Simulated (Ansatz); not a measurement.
Al12P11F3, relaxed as a singlet with RKS r2SCAN-D4/def2-SVP in Ansatz, starting from the GFN1-xTB geometry. Force threshold 0.03 eV/Å.

Single mean-field runs in def2-SVP are fitted with def2-universal-jkfit. The restricted singlet is unstable towards broken spin symmetry at other levels; at r2SCAN-D4/def2-SVP this wasn't settled.

Start:

Cartesian coordinates in Å:
```
Al 0.336 -3.757 -2.586
P 0.183 -3.155 -4.706
Al -0.020 -0.976 -4.097
P -0.445 0.644 -5.632
Al -0.657 2.139 -4.020
P 1.446 -4.113 -0.529
Al -0.664 -3.467 0.161
Al 1.506 -1.786 -0.093
P 0.391 -0.301 -1.636
P -1.989 -2.018 1.351
Al -1.451 -0.237 -0.080
Al 0.876 1.984 -1.001
P 0.128 3.711 -2.436
P -2.608 1.734 0.451
Al -1.719 2.821 -1.364
P 2.069 -1.253 2.069
Al -0.218 -0.878 2.524
Al 2.445 1.079 2.625
P 1.413 2.682 1.124
P -1.104 0.777 3.900
Al -0.664 1.840 1.875
P 3.092 1.667 4.683
Al 0.910 1.275 5.095
F -1.379 -3.630 -1.528
F -2.323 1.973 -2.881
F 0.444 1.246 6.731
```

(1) Estimate the energy that the relaxation releases and the steps that it takes.

(2) Does the start keep its bonding and symmetry?

(3) Predict the relaxed structure.

Results:

(1) 0.91 eV, in 24 steps; 2.7 min on 2 threads of AMD EPYC 7R13 on a shared host and a share (18 GiB) of an NVIDIA H100 80GB HBM3. The force fell under the threshold at step 12, but the optimiser went on and released 0.101 eV more. No frequencies were taken in this run, so the end may be a saddle point.

(2) Bonds lost: Al3–P9 (atoms count from 1).

(3) 
```xyz
26

Al    0.1980   -2.9237   -2.6168
P     0.4414   -3.3241   -4.7607
Al    0.0074   -1.2041   -5.0747
P    -0.3067    0.8501   -5.7493
Al   -0.5319    1.3741   -3.6282
P     1.2102   -3.9192   -0.7073
Al   -0.8722   -3.3013   -0.0700
Al    1.4862   -1.7443    0.0486
P     0.2996   -0.2978   -1.5318
P    -1.9542   -2.0015    1.4530
Al   -1.5394   -0.2280    0.0079
Al    0.8559    1.9723   -0.8181
P    -0.0072    3.3780   -2.4474
P    -2.5988    1.7679    0.5634
Al   -1.8477    2.5195   -1.4521
P     2.1774   -1.2752    2.1545
Al   -0.0617   -1.0685    2.5846
Al    2.0187    1.0588    2.8279
P     1.4979    2.7664    1.2028
P    -0.6500    0.8265    3.7704
Al   -0.5934    2.0802    1.8353
P     3.1604    1.6511    4.6730
Al    1.1099    1.3586    5.3886
F    -1.5362   -3.0566   -1.7365
F    -2.2895    1.3726   -2.7811
F     0.3258    1.3679    6.8640
```
Bond lengths (bridged metal pairs left out): 30 × Al–P 2.18 to 2.45 Å; 5 × Al–F 1.67 to 1.95 Å.
